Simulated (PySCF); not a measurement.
Assigning NMR signals

Geometry:
| atom | x (Å) | y (Å) | z (Å) |
| --- | --- | --- | --- |
| F1 | 3.565 | -0.267 | -0.255 |
| C2 | 2.648 | 0.445 | 0.483 |
| C3 | 1.294 | 0.068 | 0.130 |
| C4 | 0.210 | -0.301 | -0.224 |
| C5 | -1.141 | -0.682 | -0.583 |
| C6 | -2.147 | 0.111 | 0.240 |
| F7 | -2.043 | 1.432 | 0.045 |
| F8 | -3.408 | -0.224 | -0.074 |
| F9 | -2.013 | -0.097 | 1.556 |
| H10 | 2.846 | 0.227 | 1.540 |
| H11 | 2.819 | 1.507 | 0.271 |
| H12 | -1.304 | -1.745 | -0.385 |
| H13 | -1.330 | -0.475 | -1.639 |

[PySCF 2.14: coordinates at the GFN2-xTB level; PBE0/pcSseg-1 with gauge-including orbitals; non-relativistic; rapidly exchanging positions averaged; no solvent model; single conformer]

Chemical shifts δ = σref − σ; ¹³C and ¹H vs TMS, all at this level.

Question: Assign these signals to the numbered atoms. ¹³C{¹H} NMR (computed): δ 134.0 (C), 87.8 (C), 86.7 (C), 73.3 (CH2), 29.4 (CH2).

Answer: 
```tsv
δ (ppm)	atoms	environment	reason
134.0	C6	CF3 carbon	3 electronegative neighbours deshield it
87.8	C4	alkyne carbon	the triple bond shields along its axis, which puts it between sp3 and sp2 carbons
86.7	C3	alkyne carbon	–
73.3	C2	propargylic sp3 CH2 bonded to F	the inductive effect lowers its shielding
29.4	C5	propargylic sp3 CH2	a saturated carbon with 2 carbon neighbours and no heteroatom attached
```

C4 and C3 lie closer than the usual error of such a calculation, so a measured spectrum could show them in the other order.

Question: Assign these signals to the numbered atoms. ¹H NMR (400 MHz, computed): δ 5.36 (m, 2H), 3.17 (m, 2H).

Answer: 
| δ (ppm) | atoms | environment | reason |
| --- | --- | --- | --- |
| 5.36 | H10/H11 | hydrogen on a propargylic sp3 CH2 bonded to F | its carbon carries F, hence the downfield position |
| 3.17 | H12/H13 | hydrogen on a propargylic sp3 CH2 | – |

Splittings by ¹⁹F in the carbon and heteronuclear signals aren't shown, as no couplings were computed. Shifts are as computed. Against solution values, carbons near 30 ppm lie about +3 ppm off and those near 130 ppm about +5 ppm (rms about the fit 2.1 ppm; single classes can miss by 10 ppm). Of 1328 compounds with measured shifts, 309 miss one by over three times the rms of a fit or turn the order of signals round; such compounds aren't used in these exercises. Signals without a measured value on file couldn't be tested in this way; 1H shifts scatter by 0.2 ppm about their fit, and single ones miss by 0.5 ppm. Multiplicities follow the n + 1 count of equivalent neighbours, as no J values were calculated; m marks all less simple cases, F and P coupling included.
